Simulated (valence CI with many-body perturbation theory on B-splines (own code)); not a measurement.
**Level structure of In44+**

Computed by relativistic CI+MBPT: three valence electrons over a frozen Dirac-Fock core [He], a basis of 11 s, 11 p, 10 d, 8 f, 5 g, 2 h functions for each j, with the one-electron correlation potential Σ1 (screened to all orders), the two-electron term Σ2, the three-electron term Σ3, Breit, model QED; selected single and double excitations, second order for the rest, scaled by the run's own slope (own B-spline code, finite nucleus).

No measured spectrum was set against this ion. As an estimate, large intervals hold to a few tenths of a per cent, small ones and those within an open d or f shell to about a per cent.

Levels 91 to 135 of 196, with energies above the lowest level, (2s^2 2p1/2) J=1/2. "Leading %" is the weight of the configuration and term that name the level; weights of strongly mixed levels are sums over their largest components and can fall short. In the jj column 3d3/2^4 stands for four electrons in 3d with j = 3/2.

```
No.  Configuration  Term    J  E (eV)  Leading %      g   Second component                Leading jj
 91         2p2 3p   2P°  1/2  4815.0         85  0.675     8 % 2p2 3p 4D°  2p1/2 2p3/2 3p3/2 (98 %)
 92         2p2 3d    2G  7/2  4819.7         42  1.064     41 % 2p2 3d 4F  2p1/2 2p3/2 3d3/2 (86 %)
 93         2p2 3d    4D  7/2  4825.9         50  1.294     25 % 2p2 3d 2F  2p1/2 2p3/2 3d5/2 (92 %)
 94         2p2 3d    4P  5/2  4829.2         33  1.201     26 % 2p2 3d 2F  2p1/2 2p3/2 3d3/2 (66 %)
 95         2p2 3d    2D  3/2  4833.0         39  1.065     36 % 2p2 3d 4D  2p1/2 2p3/2 3d3/2 (56 %)
 96         2p2 3d    2G  9/2  4839.6         60  1.190     40 % 2p2 3d 4F  2p1/2 2p3/2 3d5/2 (99 %)
 97         2p2 3d    4P  3/2  4841.3         47  1.418     29 % 2p2 3d 2P  2p1/2 2p3/2 3d5/2 (56 %)
 98         2p2 3d    4D  5/2  4841.8         36  1.139     34 % 2p2 3d 2F  2p1/2 2p3/2 3d5/2 (72 %)
 99         2p2 3d    4P  1/2  4841.9         40  1.816     29 % 2p2 3d 2P  2p1/2 2p3/2 3d3/2 (98 %)
100         2p2 3d    2D  5/2  4853.6         60  1.210     20 % 2p2 3d 4P  2p1/2 2p3/2 3d5/2 (90 %)
101         2p2 3d    2F  7/2  4858.1         62  1.110     21 % 2p2 3d 2G  2p1/2 2p3/2 3d5/2 (93 %)
102         2p2 3d    2D  3/2  4861.1         61  0.951     27 % 2p2 3d 2P  2p1/2 2p3/2 3d5/2 (98 %)
103         2p2 3d    2P  1/2  4864.7         65  1.077     29 % 2p2 3d 2S  2p1/2 2p3/2 3d5/2 (97 %)
104         2p2 3s    4P  5/2  4910.0         59  1.425     39 % 2p2 3s 2D         2p3/2^2 3s (98 %)
105         2p2 3s    2P  3/2  4917.0         53  1.159     36 % 2p2 3s 2D         2p3/2^2 3s (99 %)
106         2p2 3s    2S  1/2  4956.6         72  1.975     17 % 2p2 3s 4P         2p3/2^2 3s (98 %)
107         2p2 3p   2P°  3/2  4958.6         27  1.426    23 % 2p2 3p 4P°      2p3/2^2 3p1/2 (99 %)
108         2p2 3p   2D°  5/2  4961.4         44  1.176    25 % 2p2 3p 2F°      2p3/2^2 3p1/2 (98 %)
109         2p2 3p   2P°  1/2  5001.5         70  0.748    15 % 2p2 3p 4D°      2p3/2^2 3p1/2 (83 %)
110         2p2 3p   2D°  5/2  5015.2         53  1.302    36 % 2p2 3p 4P°     2p3/2^2 3p3/2 (100 %)
111         2p2 3p   4D°  7/2  5015.6         60  1.304    40 % 2p2 3p 2F°      2p3/2^2 3p3/2 (99 %)
112         2p2 3p   2P°  1/2  5019.1         68  1.134    21 % 2p2 3p 2S°      2p3/2^2 3p3/2 (84 %)
113         2p2 3p   2P°  3/2  5047.8         62  1.300    16 % 2p2 3p 2D°      2p3/2^2 3p3/2 (99 %)
114         2p2 3d    2D  3/2  5061.8         36  1.141     23 % 2p2 3d 4P      2p3/2^2 3d3/2 (99 %)
115         2p2 3d    4D  5/2  5062.6         29  1.194     20 % 2p2 3d 2F      2p3/2^2 3d3/2 (91 %)
116         2p2 3d    2P  1/2  5064.4         56  1.145     28 % 2p2 3d 4P      2p3/2^2 3d3/2 (81 %)
117         2p2 3d    2F  7/2  5065.3         37  1.137     26 % 2p2 3d 4F      2p3/2^2 3d3/2 (90 %)
118         2p2 3p   2P°  3/2  5068.3         68  1.314    12 % 2p2 3p 2D°      2p3/2^2 3p3/2 (99 %)
119         2p2 3d    2F  7/2  5069.4         57  1.184     29 % 2p2 3d 4D      2p3/2^2 3d5/2 (91 %)
120         2p2 3d    4F  9/2  5070.3         60  1.234     40 % 2p2 3d 2G      2p3/2^2 3d5/2 (99 %)
121         2p2 3d    2S  1/2  5083.2         40  1.708     33 % 2p2 3d 2P      2p3/2^2 3d5/2 (81 %)
122         2p2 3d    2P  3/2  5093.4         52  1.202     15 % 2p2 3d 4P      2p3/2^2 3d5/2 (81 %)
123         2p2 3d    2D  5/2  5097.9         62  1.154     14 % 2p2 3d 2F      2p3/2^2 3d5/2 (93 %)
124         2p2 3d    2D  3/2  5113.7         82  0.842      6 % 2p2 3d 4F      2p3/2^2 3d3/2 (81 %)
125         2p2 3d    2D  5/2  5124.8         69  1.183     12 % 2p2 3d 2F      2p3/2^2 3d5/2 (97 %)
126         2s2 4s    2S  1/2  5633.0         97  1.998                               2s^2 4s (97 %)
127         2s2 4p   2P°  1/2  5653.3         97  0.662                            2s^2 4p1/2 (97 %)
128         2s2 4p   2P°  3/2  5681.6         97  1.331                            2s^2 4p3/2 (97 %)
129         2s2 4d    2D  3/2  5697.0         98  0.796                            2s^2 4d3/2 (98 %)
130         2s2 4d    2D  5/2  5705.5         98  1.197                            2s^2 4d5/2 (98 %)
131         2s2 4f   2F°  5/2  5714.4         98  0.853                            2s^2 4f5/2 (98 %)
132         2s2 4f   2F°  7/2  5718.3         98  1.140                            2s^2 4f7/2 (98 %)
133       2s 2p 4s   4P°  1/2  5726.7         78  2.217  22 % 2s 2p 4s 2P°       2s 2p1/2 4s (100 %)
134       2s 2p 4p    4D  1/2  5744.8         66  0.417   21 % 2s 2p 4p 2P    2s 2p1/2 4p1/2 (100 %)
135       2s 2p 4s   4P°  3/2  5745.4         66  1.582  34 % 2s 2p 4s 2P°        2s 2p1/2 4s (98 %)
```
